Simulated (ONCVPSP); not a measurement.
# u(r) = r·R(r): atom against pseudo-atom (hydrogen)

Columns: radius, all-electron u(r) and pseudo u(r) of the 1s shell (level -6.49 eV) of hydrogen in the configuration 1s1; PBE, scalar-relativistic, ONCV scheme, ONCVPSP 4.0.1.

```tsv
r (bohr)	all-electron	pseudo
0.053	0.0965	0.0777
0.105	0.1812	0.1530
0.158	0.2584	0.2274
0.210	0.3256	0.2971
0.262	0.3853	0.3620
0.315	0.4389	0.4224
0.368	0.4859	0.4764
0.420	0.5260	0.5232
0.473	0.5615	0.5647
0.525	0.5914	0.5995
0.578	0.6174	0.6289
0.630	0.6387	0.6516
0.683	0.6568	0.6689
0.735	0.6711	0.6809
0.788	0.6827	0.6892
0.840	0.6913	0.6948
0.893	0.6976	0.6989
0.945	0.7015	0.7018
0.998	0.7034	0.7034
1.050	0.7035	0.7035
1.102	0.7020	0.7020
1.155	0.6990	0.6990
1.208	0.6946	0.6946
1.260	0.6892	0.6892
1.313	0.6827	0.6827
1.365	0.6753	0.6753
```

Q: How many radial nodes do the two functions have?

A: The all-electron 1s function has n − l − 1 = 0; the pseudo-wave has 0.

Q: At about which radius was the pseudo-wave matched?

A: 1.05 bohr. The columns agree to 0.0005 from 0.94 bohr on; several derivatives are matched, so the curves merge somewhat inside the radius.

Q: Where does each function peak?

A: Outermost all-electron maximum near 1.05 bohr, pseudo maximum near 1.05 bohr (to the table’s step).

Q: Is the pseudo-wave norm-conserving?

A: Yes: the ONCV scheme keeps the norm inside the radius equal to the all-electron one, which fixes the energy derivative of the logarithmic derivative at the level.
